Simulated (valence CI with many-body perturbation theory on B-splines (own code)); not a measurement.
Si VIII: calculated level list

Computed by configuration interaction combined with many-body perturbation theory (CI+MBPT): five valence electrons over a frozen Dirac-Fock core [He], radial functions for each j: 11 s, 11 p, 10 d, 8 f, 5 g, 2 h, with the one-electron correlation potential Σ1, the two-electron term Σ2, the three-electron term Σ3, Breit, model QED; selected CI, second order for the rest, scaled by the run's own slope (own B-spline code, finite nucleus).

No measured levels were compared; by estimate levels hold to about 100 cm⁻¹ or 0.05 % of their energy and the worst to 300 or 400 cm⁻¹, as in measured light ions of charge 2 to 7. Among the levels kept, up to 5700 cm⁻¹ of a level comes from second order outside the variational space, and about a tenth of that is noise between levels of different J, which matters for small intervals.

Levels 91 to 135 of 192, with energies above the lowest level, 2s2.2p3 4S°_3/2. "Leading %" is the weight of the configuration and term that name the level; weights of strongly mixed levels are sums over their largest components and can fall short.

```
No.  Configuration  Term    J  E (cm⁻¹)  Leading %    Second component       g
 91      2s.2p3.3d   6D°  3/2   1766500         99                       1.868
 92      2s.2p3.3s   4P°  1/2   1781000         97                       2.667
 93      2s.2p3.3s   4P°  3/2   1781000         96                       1.732
 94      2s.2p3.3s   4P°  5/2   1781200         96                       1.597
 95      2s.2p3.3d   4D°  1/2   1801400         98                      -0.001
 96      2s.2p3.3d   4D°  5/2   1801400         98                       1.372
 97      2s.2p3.3d   4D°  3/2   1801400         98                       1.200
 98      2s.2p3.3d   4D°  7/2   1801500         98                       1.429
 99      2s.2p3.3s   2P°  1/2   1807700         96                       0.665
100      2s.2p3.3s   2P°  3/2   1807800         95                       1.331
101      2s.2p3.3p    4D  1/2   1809900         94    4 % 2s.2p3.3p 2P   0.034
102      2s.2p3.3p    4D  3/2   1810100         92    4 % 2s.2p3.3p 2P   1.196
103      2s.2p3.3p    4D  5/2   1810600         95                       1.359
104      2s.2p3.3p    4D  7/2   1811000         95    4 % 2s.2p3.3p 4F   1.421
105      2s.2p3.3p    2P  3/2   1813800         89    4 % 2s.2p3.3p 4D   1.293
106      2s.2p3.3p    4F  3/2   1814800         93                       0.445
107      2s.2p3.3p    4F  5/2   1815000         94                       1.041
108      2s.2p3.3p    4F  7/2   1815200         94    4 % 2s.2p3.3p 4D   1.246
109      2s.2p3.3p    2P  1/2   1815300         91    5 % 2s.2p3.3p 4D   0.632
110      2s.2p3.3p    4F  9/2   1815400         98                       1.333
111      2s.2p3.3p    2F  7/2   1824900         98                       1.143
112      2s.2p3.3p    2F  5/2   1825400         98                       0.858
113      2s.2p3.3p    4P  3/2   1841800         94                       1.738
114      2s.2p3.3p    4P  5/2   1841800         96                       1.600
115      2s.2p3.3p    4P  1/2   1842000         95                       2.669
116      2s.2p3.3p    2D  5/2   1853200         97                       1.200
117      2s.2p3.3p    2D  3/2   1853600         96                       0.807
118      2s.2p3.3p    4S  3/2   1862800         97                       1.996
119      2s.2p3.3p    4D  1/2   1866900         98                       0.001
120      2s.2p3.3p    4D  3/2   1866900         98                       1.198
121      2s.2p3.3p    4D  5/2   1867000         98                       1.370
122      2s.2p3.3p    4D  7/2   1867200         98                       1.428
123      2s.2p3.3p    2P  1/2   1877900         95                       0.673
124      2s.2p3.3p    2P  3/2   1879400         93                       1.335
125      2s.2p3.3p    4P  1/2   1880900         94                       2.658
126      2s.2p3.3p    4P  3/2   1881000         92                       1.724
127      2s.2p3.3p    4P  5/2   1881100         94                       1.599
128      2s.2p3.3s   2D°  5/2   1883000         95                       1.200
129      2s.2p3.3s   2D°  3/2   1883000         95                       0.800
130      2s.2p3.3s   4S°  3/2   1883700         95                       1.998
131      2s.2p3.3p    2D  3/2   1886700         97                       0.800
132      2s.2p3.3p    2D  5/2   1887300         97                       1.200
133      2s.2p3.3s   2S°  1/2   1895500         88  7 % 2s2.2p2.4p 2S°   1.990
134      2s.2p3.3d   4F°  3/2   1905700         99                       0.399
135      2s.2p3.3d   4F°  5/2   1905900         97                       1.023
```
